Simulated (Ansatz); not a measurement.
The cluster Si₂W₂⁺. The state is a doublet with charge 1. Geometry PBE0-D4/def2-SVP, that of the neutral singlet; atoms count from 1.

```xyz
4

W     0.721   -0.966    0.407
W    -0.347    0.904    0.826
Si    1.218    0.919   -0.998
Si   -1.592   -0.857   -0.235
```

In the def2 sets W takes a core potential; there is no spin–orbit coupling. The charge 1 doublet is spin-contaminated (final ⟨S²⟩ up to 0.88, 0.75 for a pure state). The structure comes from a short search, and lower isomers may exist.

Question: Estimate the Mulliken populations from the PBE0/def2-TZVP orbitals of Ansatz.

Answer: 
```json
{"atom": "W1", "charge (e)": "0.49", "spin (α − β)": "-0.41", "d electrons": "4.44"}
{"atom": "W2", "charge (e)": "0.48", "spin (α − β)": "1.22", "d electrons": "4.35"}
{"atom": "Si3", "charge (e)": "0.01", "spin (α − β)": "0.10", "d electrons": "–"}
{"atom": "Si4", "charge (e)": "0.01", "spin (α − β)": "0.10", "d electrons": "–"}
```
Mulliken values depend strongly on the basis.

Question: Where does the spin sit?

Answer: Summed by element: W 0.80, Si 0.20, of 1 unpaired in all. Largest on single atoms: W2 1.22, W1 -0.41, Si4 0.10.

Question: And the Mayer bond orders between heavy atoms (over 0.3)?

Answer: W1–W2 3.08 (2.19 Å); W1–Si3 1.34 (2.40 Å); W1–Si4 1.34 (2.40 Å); W2–Si3 1.27 (2.40 Å); W2–Si4 1.27 (2.40 Å).
